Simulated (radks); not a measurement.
Species: N. Configuration: [He] 2s2 2p3 (the NIST ground configuration). All-electron calculation, Dirac Kohn-Sham, PBE, spin-unpolarised, spherical densities, finite nucleus; open shells are shared between the two j in proportion to 2j + 1; Fermi nuclear charge, rms radius 2.5582 fm. Program: a radial shooting solver on a logarithmic mesh with Libxc functionals.

Unscreened Slater integrals over Kohn-Sham orbitals (hartree). Large and small components are both included.

integral            value
F0(2p3/2,2p3/2)   0.63066
F2(2p3/2,2p3/2)   0.27795
F0(2p3/2,2p1/2)   0.63104
G2(2p3/2,2p1/2)   0.27806
F0(2p3/2,2s1/2)   0.65791
G1(2p3/2,2s1/2)   0.39871
F0(2p3/2,1s1/2)   0.92661
G1(2p3/2,1s1/2)  0.088138
F0(2p1/2,2p1/2)   0.63142
F0(2p1/2,2s1/2)   0.65831
G1(2p1/2,2s1/2)   0.39891
F0(2p1/2,1s1/2)   0.92780
G1(2p1/2,1s1/2)  0.088361
F0(2s1/2,2s1/2)   0.69081
F0(2s1/2,1s1/2)   0.98456
G0(2s1/2,1s1/2)  0.069297
F0(1s1/2,1s1/2)    4.1065
